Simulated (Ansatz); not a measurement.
Ansatz results at the PBE0-D4/def2-TZVP geometry: HOMO–LUMO gap (ωB97M-V/def2-TZVPP) 10.48 eV; size of the dipole moment (B3LYP/def2-TZVPP) 2.12 D; HOMO–LUMO gap (PBE/def2-TZVPP) 3.39 eV.

Each molecule was computed in one conformer, which needn't be the lowest.

(1) Which molecule gave them?
A. `[SiH3]C/C=C/Cl`
B. `CC(=N)BO`
C. `[CH2]1[O][SbH]1`
D. `ClCCCl`

Answers

(1) B. The others give `[CH2]1[O][SbH]1`: 9.07, 2.06, 3.45; `[SiH3]C/C=C/Cl`: 10.92, 1.72, 4.69; `ClCCCl`: 13.47, 0.00, 6.40.

B3LYP here is the variant with VWN-RPA as its local correlation; programs differ in this.
